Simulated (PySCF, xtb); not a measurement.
C₄H₁₀Si₂, SMILES C(C)[SiH2][SiH2]C#C.

GFN2-xTB in xtb at its own geometry gives an orbital gap of 4.14 eV and a dipole moment of 0.48 D.

The structure is a stationary point at B3LYP-D3(BJ)/def2-SVP. This is a generated structure with no PubChem entry under its InChIKey; it may be hypothetical. The values are those of a single conformer.

What does M06-2X/def2-TZVP in PySCF give? (The exact figures need the calculation; the answer reports its results.)

gap 9.21 eV (levels -8.64 and 0.57 eV), dipole 1.06 D.
